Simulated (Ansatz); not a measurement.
F$_{6}$Se, quintet, at a GFN2-xTB geometry of the parent state (a higher spin typed on purpose: for a closed-shell molecule this is an excited state); B3LYP/3-21G (Ansatz, a quantum-chemistry and plane-wave program).

Input for Ansatz:
Ansatz 0.2 input:
```yaml
crystal:
  periodic: [false, false, false]
  atoms:
    - {symbol: F, position_ang: [0.97227429, -1.31989934, -0.49748921]}
    - {symbol: Se, position_ang: [-0.00000000, 0.00000000, 0.00000000]}
    - {symbol: F, position_ang: [1.22973411, 1.08914258, -0.48628133]}
    - {symbol: F, position_ang: [-1.22973411, -1.08914258, 0.48628133]}
    - {symbol: F, position_ang: [-0.69092966, 0.08112488, -1.56556125]}
    - {symbol: F, position_ang: [0.69092966, -0.08112488, 1.56556125]}
    - {symbol: F, position_ang: [-0.97227429, 1.31989934, 0.49748921]}
basis:
  gaussian:
    orbitals: 3-21G.json
hamiltonian:
  xc: b3lyp
magnetization: {spin_polarized: true, initial_magnetization: 4}
```
The basis file holds 3-21G in the JSON format of the Basis Set Exchange.

It wrote (shortened):

```
Functional definition: B3LYP
766 factors; integrals over basis functions are off by at most 9.0e-5 eV
mean field evaluation 1: about -81228.1039 eV, gradient 3.5e1 eV
mean field evaluation 2: about -81207.3191 eV, gradient 8.1e1 eV
mean field evaluation 4: about -81232.2942 eV, gradient 4.4e0 eV
mean field evaluation 8: about -81232.4023 eV, gradient 2.9e0 eV
mean field evaluation 16: about -81232.5863 eV, gradient 4.4e-2 eV
mean field evaluation 32: about -81232.6809 eV, gradient 1.2e0 eV
mean field evaluation 64: about -81232.5821 eV, gradient 6.1e-1 eV
mean field evaluation 96: about -81232.4643 eV, gradient 1.2e-6 eV
mean field evaluation 128: about -81232.7947 eV, gradient 1.2e0 eV
mean field evaluation 160: about -81232.8422 eV, gradient 5.7e-2 eV
mean field evaluation 192: about -81232.8276 eV, gradient 3.6e-2 eV
mean field evaluation 224: about -81232.5054 eV, gradient 7.1e-1 eV
mean field evaluation 256: about -81232.8273 eV, gradient 6.5e-2 eV
mean field evaluation 288: about -81232.8275 eV, gradient 5.1e-2 eV
mean field evaluation 320: about -81232.6837 eV, gradient 5.5e-1 eV
mean field evaluation 352: about -81232.6605 eV, gradient 2.0e0 eV
mean field evaluation 384: about -81232.8423 eV, gradient 2.1e-3 eV
mean field -81232.84226545 eV, -2985.2518916571 hartree, gradient 2.7e-6 eV, S^2 6.006283; 17 other end points of the search recorded, 0 dependent functions left out
reference -81232.84239706 eV, -2985.2518964937 hartree; 46, 42 occupied and 31, 35 virtual orbitals, 766 factors
Total energy: -81232.84239706 eV, -2985.2518964937 hartree
```
